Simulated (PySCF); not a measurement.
A PySCF script (with the pyscf-properties extension) for the NMR shieldings of `C=C[SiH2]/C=C(/Cl)BCl`, C4H7BCl2Si, on a GFN2-xTB geometry:

```python
import basis_set_exchange as bse
import numpy as np
from pyscf import gto, dft
from pyscf.prop import nmr

atoms = """
C    -3.171351   -0.121425   -0.013153
C    -2.048496    0.141727   -0.662614
Si   -0.376679   -0.644040   -0.281880
C     0.772351    0.837611   -0.012519
C     2.068285    0.810336    0.315297
Cl    2.876154    2.361843    0.531100
B     2.976902   -0.422040    0.530019
Cl    2.336318   -1.966184    0.316138
H    -3.195172   -0.817318    0.809857
H    -4.115326    0.338663   -0.263735
H    -2.092935    0.849368   -1.483638
H     0.049583   -1.416100   -1.453450
H    -0.493175   -1.444017    0.938568
H     0.306681    1.810019   -0.127155
H     4.102444   -0.310453    0.835254
"""
names = dict.fromkeys(["C", "Si", "Cl", "B", "H"], "pcSseg-1")
basis = {el: gto.basis.parse(bse.get_basis(n, elements=[el], fmt="nwchem")) for el, n in names.items()}
mol = gto.M(atom=atoms, basis=basis, charge=0, verbose=0)
mf = dft.RKS(mol, xc="PBE0")
mf.grids.level = 2
mf.grids.alignment = dft.numint.BLKSIZE   # the property module wants whole blocks of grid points
mf.conv_tol = 1e-9
mf.kernel()

calc = nmr.RKS(mf)   # GIAO
C = mf.mo_coeff
Co = C[:, mf.mo_occ > 0]
resp = mf.gen_response(singlet=True, hermi=2)
def vind(x):   # induced exchange potential for any number of trial vectors
    d = np.einsum("pi,xij,qj->xpq", C, 2 * x.reshape(-1, C.shape[1], Co.shape[1]), Co, optimize=True)
    return np.einsum("xpq,pi,qj->xij", resp(d - d.transpose(0, 2, 1)), C, Co, optimize=True).ravel()
mo1, _ = nmr.rhf.solve_mo1(calc, with_cphf=vind)
sigma = calc.kernel(mo1)
for i, s in enumerate(sigma):   # ppm
    w = np.linalg.eigvalsh((s + s.T) / 2)
    print("%2d %-2s iso %8.1f  s11 %8.1f  s22 %8.1f  s33 %8.1f" % (i, mol.atom_pure_symbol(i), w.mean(), *w))
```

Problem. Give the expected output.

Solution. 
```
 0 C  iso     43.2  s11    -82.7  s22     49.0  s33    163.2
 1 C  iso     43.7  s11    -75.7  s22     33.2  s33    173.6
 2 Si iso    400.9  s11    365.4  s22    405.9  s33    431.3
 3 C  iso     20.1  s11    -87.2  s22      4.2  s33    143.3
 4 C  iso     24.6  s11    -91.4  s22     51.1  s33    114.0
 5 Cl iso    610.4  s11    363.5  s22    504.2  s33    963.5
 6 B  iso     41.1  s11     -1.8  s22     23.9  s33    101.2
 7 Cl iso    636.6  s11    353.5  s22    528.8  s33   1027.6
 8 H  iso     25.5  s11     21.7  s22     24.9  s33     29.8
 9 H  iso     25.2  s11     22.0  s22     24.7  s33     29.0
10 H  iso     25.2  s11     22.5  s22     25.1  s33     27.9
11 H  iso     26.6  s11     22.5  s22     27.5  s33     29.7
12 H  iso     26.8  s11     22.6  s22     28.1  s33     29.7
13 H  iso     23.9  s11     19.6  s22     22.0  s33     30.1
14 H  iso     25.3  s11     22.8  s22     24.4  s33     28.7
```

These numbers come from an equivalent density-fitted implementation of the same equations, which agrees with the script to about 0.01 ppm for H and up to a few tenths of a ppm for heavy atoms, so last digits may differ.

Size and cost of the density-fitted run: 192 basis functions, 58 s wall time on 1 thread of an Arm Neoverse N1, shared host; peak memory 0.9 GiB.
